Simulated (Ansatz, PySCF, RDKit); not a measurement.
Torsion C1–C2–N3–C4 in ethylmethylamine (SMILES CCNC); at each angle all else is relaxed with GFN2-xTB, and the levels are single points there.
Geometry at 180° (charge 0, multiplicity 1):
```xyz
13

C      1.7735     0.5710    -0.0410
C      0.5376    -0.2413     0.3184
N     -0.6026     0.2015    -0.4618
C     -1.8134    -0.5333    -0.1674
H      2.6066     0.2941     0.5998
H      1.5665     1.6301     0.0844
H      2.0589     0.3953    -1.0763
H      0.7469    -1.3190     0.1811
H      0.2886    -0.0860     1.3732
H     -0.3841     0.1201    -1.4512
H     -1.7163    -1.6210    -0.3152
H     -2.0843    -0.3556     0.8739
H     -2.6164    -0.1644    -0.8030
```

On the grid 0° to 330°, 0° is the highest and 180° the lowest point at MP2/CBS(cc-pVTZ, cc-pVQZ) + ΔCCSD(T)/cc-pVDZ.

Rows in 6-31G* carry no dispersion term and start afresh at each structure (6-31G* with six Cartesian d functions).

Codes used: Ansatz (Gaussian basis) for Hartree–Fock, density functionals and correlated methods; PySCF for 6-31G* rows, the dispersion terms; RDKit for the force fields. 

One of these levels gives 9.43 kcal/mol for the energy at 0° less that at 180°. Which one is it?
(A) PBE-D3(BJ)/def2-TZVPP
(B) HF/6-31G*
(C) UFF

C, UFF. The others give 7.22 (HF/6-31G*), 6.32 (PBE-D3(BJ)/def2-TZVPP)

Ansatz is a program for electronic structure.
